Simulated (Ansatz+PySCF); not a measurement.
## singlet BeH2: levels of theory in one basis

```yaml
atoms:
  - { symbol: H, position_ang: [0.0000, 0.0000, -2.0087] }
  - { symbol: Be, position_ang: [0.0000, 0.0000, 0.0000] }
  - { symbol: H, position_ang: [0.0000, 0.0000, 2.0087] }
```

Basis set: 6-31G (spherical functions). All electrons are correlated. Charge 0, multiplicity 1.

Computed with Ansatz (development build ahead of 0.2.0); each method stands on the lowest determinant of its kind that the runs found.

```json
{"method": "RHF", "E − E(RHF) (eV)": "0.00", "<S²> of the determinant": "0.00"}
{"method": "UHF", "E − E(RHF) (eV)": "-0.02", "<S²> of the determinant": "0.23"}
{"method": "RHF-MP2", "E − E(RHF) (eV)": "-1.07", "<S²> of the determinant": "–"}
{"method": "RHF-CCSD", "E − E(RHF) (eV)": "-1.76", "<S²> of the determinant": "–"}
{"method": "UHF-CCSD", "E − E(RHF) (eV)": "-1.75", "<S²> of the determinant": "0.23"}
{"method": "RHF-CCSD(T)", "E − E(RHF) (eV)": "-1.79", "<S²> of the determinant": "–"}
{"method": "UHF-CCSD(T)", "E − E(RHF) (eV)": "-1.79", "<S²> of the determinant": "0.23"}
{"method": "full CI (lowest root of this spin)", "E − E(RHF) (eV)": "-1.82", "<S²> of the determinant": "–"}
```

Q: What does UHF-MP2 give on the same scale?

A: -0.91 eV.

At such a shape the full CI root can have another spatial symmetry than the determinants, so the rows needn't describe one state.

Q: Is a single determinant a sound starting point here?

A: Only with care. Unrestricted orbitals gain 0.02 eV and <S²> is 0.23 against 0.00 for a pure state, so spin symmetry breaks but gains little energy; restricted orbitals can still serve.

Caution for UHF, UHF-MP2, UHF-CCSD, UHF-CCSD(T): the unrestricted determinant is spin contaminated. Caution for RHF-MP2, UHF-MP2, RHF-CCSD, UHF-CCSD, RHF-CCSD(T), UHF-CCSD(T): bonds are stretched, where a single reference can fail. Caution for UHF-MP2: another reference gives a lower total.
